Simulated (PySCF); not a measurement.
## Working out the ionisation energy of B+

B+ [He] 2s2 (1S) → B(2+) [He] 2s1 (2S). Calculation: PySCF 2.14, in x2c-TZVPPall; scalar relativity by spin-free X2C-1e. Frozen: nothing. Energies in hartree (1 hartree = 27.21139 eV):

```json
{"part": "UHF", "B+ (lower)": "-24.243658", "B(2+) (upper)": "-23.381994"}
{"part": "CCSD correlation", "B+ (lower)": "-0.074673", "B(2+) (upper)": "-0.015637"}
{"part": "(T)", "B+ (lower)": "-0.000255", "B(2+) (upper)": "-0.000008"}
```

Q: What does Hartree-Fock give?

A: (-23.381994) − (-24.243658) = 0.861664 hartree = 23.447 eV.

Q: What do CCSD and CCSD(T) give?

A: The CCSD correlation energies differ by 0.059036 hartree = 1.606 eV and the triples by 0.000247 hartree = 0.007 eV, so CCSD gives 25.053 eV and CCSD(T) 25.060 eV.

Measured between the centres of the two terms (NIST): 25.155 eV, so CCSD(T) (valence and next inner shell) is off by -0.095 eV.

What remains against the reference includes basis incompleteness and higher excitations.
